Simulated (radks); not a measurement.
Values are calculated unless marked as measured or tabulated.
Correlation energies from several functionals, in hartree. Species: Pd [Kr] 4d10; Be+ [He] 2s1. Level of theory: non-relativistic Kohn-Sham, r2SCAN, spin-polarised, spherical densities, point nucleus; meta-GGA in the generalised Kohn-Sham scheme (a radial shooting solver on a logarithmic mesh with Libxc functionals). Every spin shell is full or empty, so the densities are truly spherical. Functionals are evaluated on that one density, not self-consistently.

functional       Pd        Be+
PW92        -4.3437   -0.17278
PZ          -4.3415   -0.17200
Wigner      -2.4569   -0.10842
Chachiyo    -4.2843   -0.16938
LYP         -2.3166  -0.061422
P86         -2.7381  -0.054968
TPSS        -2.4198  -0.052196
revTPSS     -2.4504  -0.055089
r2SCAN      -2.4317  -0.050192
B95         -2.9242  -0.062160
